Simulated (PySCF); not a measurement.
## NbO₂Cl: fields on a plane

Computed with PySCF, B3LYP, basis Nb def2-SVP with ECP28, O def2-SVP, Cl def2-SVP (scalar-relativistic core potentials, no spin–orbit coupling, density fitting).

The singlet minimum has Nb–Cl 2.350 Å, Nb–O 1.712 Å (×2); Cl–Nb–O 115.1° (×2), O–Nb–O 107.0°.

The plane holds Nb1 at (0.00, 0.00), O2 at (1.71, 0.00), O3 at (-0.50, 1.64) Å. Columns run from x = -2.55 to 4.05 Å, rows from y = 4.05 (top) to -1.95 Å, in steps of 0.3 Å. Other isomers or separated fragments may lie lower. Core electrons replaced by a potential are absent, the electrostatic potential uses the reduced nuclear charge, and values within about 0.7 Å of such atoms have no physical meaning.

Question: Give the lowest empty orbital (Å^-3/2) at -4.29 eV (cut at ±0.3; overall sign arbitrary). Every second row and column.

Answer: 
```
 0.00  0.00  0.00  0.00  0.00  0.00  0.00  0.00  0.00  0.00  0.00  0.00
 0.00  0.00  0.00 -0.01  0.00  0.00  0.00  0.00  0.00  0.00  0.00  0.00
 0.00  0.00 -0.02 -0.03 -0.02 -0.01  0.00  0.00  0.00  0.00  0.00  0.00
 0.00 -0.01 -0.04 -0.12 -0.07  0.00  0.01  0.00  0.00  0.00  0.00  0.00
 0.01  0.00 -0.03 -0.14  0.03  0.02  0.02  0.01  0.00  0.00  0.00  0.00
 0.01  0.02  0.02  0.02  0.00 -0.01  0.02  0.01 -0.01 -0.01  0.00  0.00
 0.02  0.03  0.02 -0.13 -0.30 -0.26  0.00  0.01 -0.08 -0.03 -0.01  0.00
 0.03  0.04  0.03 -0.19 -0.13 -0.30 -0.01  0.04 -0.15 -0.04 -0.01  0.00
 0.03  0.05  0.06 -0.02 -0.18 -0.13  0.01 -0.01 -0.04 -0.02  0.00  0.00
 0.03  0.04  0.06  0.06  0.04  0.03  0.03  0.01  0.00  0.00  0.00  0.00
 0.02  0.03  0.05  0.06  0.05  0.04  0.03  0.02  0.01  0.00  0.00  0.00
```

Question: Give the electron localisation function (set to 0 where the density is under 0.005 e/Å³). Lower edges of the bins: '_' 0.000, '.' 0.100, ':' 0.200, '-' 0.300, '=' 0.400, '+' 0.499, '*' 0.599, '#' 0.699, '%' 0.799, '@' 0.899; top 1.00, each point printed twice.

Answer: 
```
______________________________________________
______________________________________________
______________________________________________
__________..::::::..__________________________
______..::--==++++==::..______________________
____..::==**##%%##**==::______________________
____::==**%%%%@@%%%%**--______________________
__..--++##%%##++%%%%**--______________________
__..--**%%%%..@@**%%**::______________________
__..--++##%%##--####==..__..::----::__________
____::==**##%%##**--......==****++==::________
____..::--------==++--..--##%%%%%%**==..______
________....==####%%##--++%%%%%%%%##++::______
__________--%%%%____%%==**##::--@@%%++::______
__________--%%%%____##==**##::--%%%%++::______
__________::**%%%%%%%%--++%%%%%%%%##==::______
__..........::++##%%**::--##%%%%##++--..______
__..::--::......----::..::++****++==::________
__..--====--....________..--====--::__________
__..--======--::__________..::....____________
__..::--======::..____________________________
```
